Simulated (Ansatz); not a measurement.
Ansatz (an electronic-structure program) input (revPBE/def2-TZVPD):

Ansatz 0.2 input:
```yaml
crystal:
  periodic: [false, false, false]
  atoms:
    - {symbol: C, position_ang: [-1.97374603, -0.94679771, -0.09092210]}
    - {symbol: Si, position_ang: [-0.99111188, 0.66184168, -0.12650040]}
    - {symbol: O, position_ang: [0.48755048, 0.53491363, 0.47791764]}
    - {symbol: Si, position_ang: [1.85950397, -0.44178648, -0.12512441]}
    - {symbol: H, position_ang: [-1.45931680, -1.70028839, -0.69159340]}
    - {symbol: H, position_ang: [-2.05661746, -1.32977166, 0.92925481]}
    - {symbol: H, position_ang: [-2.98280355, -0.80606823, -0.49172579]}
    - {symbol: H, position_ang: [-1.03467239, 1.15063202, -1.54230320]}
    - {symbol: H, position_ang: [-1.76912628, 1.66856551, 0.66653877]}
    - {symbol: H, position_ang: [2.11365307, -1.24066252, 1.17527107]}
    - {symbol: H, position_ang: [2.97346642, 0.57829764, 0.19949661]}
basis:
  gaussian:
    orbitals: def2-TZVPD
hamiltonian:
  xc: {name: revPBE}
total_charge: -1
output: {forces: true}
```

End of the output:

```
integrals: 0.16 GiB planned
1265 factors; their error is unknown
0.36 GiB of the device are held for the grids
1.25 GiB of device memory are held for the factors and their scratch space
mean field: 1.02 GiB planned
mean field evaluation 1: about -18946.5191 eV, gradient 5.3e1 eV
mean field evaluation 2: about -18936.5395 eV, gradient 8.4e1 eV
mean field evaluation 4: about -18953.0003 eV, gradient 7.4e0 eV
mean field evaluation 8: about -18953.0958 eV, gradient 3.1e-1 eV
mean field evaluation 16: about -18953.0960 eV, gradient 4.6e-5 eV
mean field -18953.09598539 eV, -696.5134305932 hartree, gradient 4.6e-5 eV, S^2 0.000000; 0 other end points of the search recorded, 0 dependent functions left out
the calculation of the forces begins
reference -18953.09605806 eV, -696.5134332637 hartree; 25, 25 occupied and 201, 201 virtual orbitals, 1265 factors
Total energy: -18953.09605806 eV, -696.5134332637 hartree
Atom 0 at    -1.973746    -0.946798    -0.090922 Å, force    -0.023422     0.025618     0.007458 eV/Å
Atom 1 at    -0.991112     0.661842    -0.126500 Å, force    -0.442525    -0.049019    -0.238959 eV/Å
Atom 2 at     0.487550     0.534914     0.477918 Å, force     0.497260     0.159910     0.439840 eV/Å
Atom 3 at     1.859504    -0.441786    -0.125124 Å, force     0.068257    -0.173988    -0.297252 eV/Å
Atom 4 at    -1.459317    -1.700288    -0.691593 Å, force     0.124538    -0.210060    -0.166419 eV/Å
Atom 5 at    -2.056617    -1.329772     0.929255 Å, force    -0.034991    -0.108059     0.276752 eV/Å
Atom 6 at    -2.982804    -0.806068    -0.491726 Å, force    -0.269962     0.031951    -0.106439 eV/Å
Atom 7 at    -1.034672     1.150632    -1.542303 Å, force    -0.008353     0.114130    -0.270846 eV/Å
Atom 8 at    -1.769126     1.668566     0.666539 Å, force    -0.123816     0.201806     0.158712 eV/Å
Atom 9 at     2.113653    -1.240663     1.175271 Å, force     0.052713    -0.110331     0.157084 eV/Å
Atom 10 at     2.973466     0.578298     0.199497 Å, force     0.160300     0.118042     0.040069 eV/Å
Dipole moment:    -1.280916     0.152060     0.120536 e Å
```

It need not be the lowest isomer of its formula. Whether it binds its extra electron was not tested at this geometry.
